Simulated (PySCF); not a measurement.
An unknown is described by computed data only.

Formula: C4H8F2O3.

| Quantity | Value |
| --- | --- |
| 13C NMR | chemical shifts (computed TMS as zero) by class: 122.5 (1 C), 118.3 (1 C), 55.8 (2 C) ppm [GIAO PBE0/pcSseg-1] |
| Polarisability | 66.4 au [PBE0/def2-SVPD] |
| Dipole | 3.19 D [PBE0/def2-SVPD] |
| Rotational structure | rotational constants A, B, C: 2.220, 1.086, 0.846 GHz [GFN2-xTB] |
| UV, strongest line | among the 6 lowest singlet transitions: S6 at 8.86 eV (140 nm, f = 0.080) [TDDFT PBE0/def2-SVPD] |
| NMR, other nuclei | isotropic shieldings of nuclei other than C and H, by class: 172 (1 O), 263 (2 O), 280 (2 F) ppm [GIAO PBE0/pcSseg-1] |
| Triplet | lowest triplet excitation (Tamm–Dancoff): 7.67 eV [TDA PBE0/def2-SVPD] |
| UV, first state | lowest singlet excitation: 7.91 eV (157 nm, f = 0.032) [TDDFT PBE0/def2-SVPD] |
| 1H NMR | chemical shifts (computed TMS as zero) by class: 6.81 (1 H), 5.61 (1 H), 3.66 (6 H) ppm [GIAO PBE0/pcSseg-1] |

The electronic properties come from PySCF, for the isolated species, density fitting. Levels stand in brackets. NMR shifts are as computed; neighbouring signals can stand in another order in a measured spectrum. One conformer (not necessarily the lowest) at the GFN2-xTB geometry, without solvent, vibrations or thermal averaging. Each NMR value is the plain mean over a class of atoms that symmetry, rotation or inversion makes alike.

Problem. Give a SMILES that accounts for the data.

Solution. Numbering: `[CH3:1][O:2][CH:3]([O:4][CH3:5])[O:6][CH:7]([F:8])[F:9]`. Its formula, C4H8F2O3, gives 0 degrees of unsaturation, so no ring and no π bond. 4 carbons fall into 3 classes; from least to most shielded: CHF2 carbon [C7] (122.5 ppm), sp3 carbon bearing three or more oxygens [C3] (118.3 ppm), methoxy carbon [C1/C5] (55.8 ppm, 2 C). Hydrogen classes from least to most shielded: 1 H on a CHF2 carbon, C7 (6.81 ppm), 1 H on an sp3 carbon bearing three or more oxygens, C3 (5.61 ppm), 6 H on 2 methoxy carbons, C1/C5 (3.66 ppm, a mean of values up to 0.7 ppm apart in this geometry). The other shieldings belong to: 172 ppm, ether oxygen [O6]; 263 ppm, ether oxygen [O2/O4]; 280 ppm, fluorine of a CF2 group [F8/F9]. The optimised geometry has point group C1 and is an asymmetric top. Structure: `C(OC)(OC(F)F)OC`. The assignments are read from this structure; whether some other isomer fits the data as well wasn't checked.

Shape of the structure used: `[CH3:1][O:2][CH:3]([O:4][CH3:5])[O:6][CH:7]([F:8])[F:9]`: C1–O2–C3–O4 63°, O2–C3–O4–C5 -176°, O2–C3–O6–C7 51°, C3–O6–C7–F8 68°.
